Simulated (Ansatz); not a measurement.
A structure relaxed at PBE0-D4/def2-SVP in Ansatz, charge 0, doublet:

```xyz
7

Cs   -2.397    0.524   -1.887
Cs    3.241    0.484   -1.516
Cs   -0.497    0.272    2.324
I     0.448    2.576   -0.589
I     2.653   -1.776    1.410
I     0.509   -2.102   -1.033
I    -3.957    0.022    1.291
```

Task: Give its formula.

Result: Cs₃I₄ (the lowest doublet isomer of a short search).

Task: Summarise the bond lengths by kind (pairs closer than 1.2 times the sum of covalent radii, bridged metal pairs left out).

Result: 10 × Cs–I 3.58 to 4.23 Å; 1 × I–I 3.27 Å.

In the def2 sets Cs, I take a core potential; there is no spin–orbit coupling. In the doublet, I5 and I6 lie 3.27 Å apart (atoms count from 1), so these atoms are partly bonded to each other. The structure comes from a short search, and lower isomers may exist.
